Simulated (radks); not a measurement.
Values are calculated unless marked as measured or tabulated.
Problem. The mean radii <r> (bohr) of the occupied orbitals of an atom or ion are listed with their occupations. Level of theory: scalar-relativistic Kohn-Sham, BLYP, spin-polarised, spherical densities, point nucleus (a radial shooting solver on a logarithmic mesh with Libxc functionals).

| orbital | occ. | <r> |
|---|---|---|
| 1s up | 1 | 0.1113 |
| 1s down | 1 | 0.1113 |
| 2s up | 1 | 0.5686 |
| 2s down | 1 | 0.5687 |
| 2p up | 3 | 0.5379 |
| 2p down | 3 | 0.5379 |
| 3s up | 1 | 2.150 |
| 3s down | 1 | 2.167 |
| 3p up | 2 | 2.754 |

Name the element and its charge. Open shells, if any, are filled with parallel spins first.

Solution. Z = 14, silicon, charge 0: Si in [Ne] 3s2 3p2. The 1s radius gives Z: for a bare nucleus <r> = (2 gamma + 1)/(2Z) with gamma = sqrt(1 - (Z/c)^2), 0.1068 bohr for Z = 14, and screening makes it slightly larger (0.1113 here). The occupations add up to 14, and the charge is Z minus that.
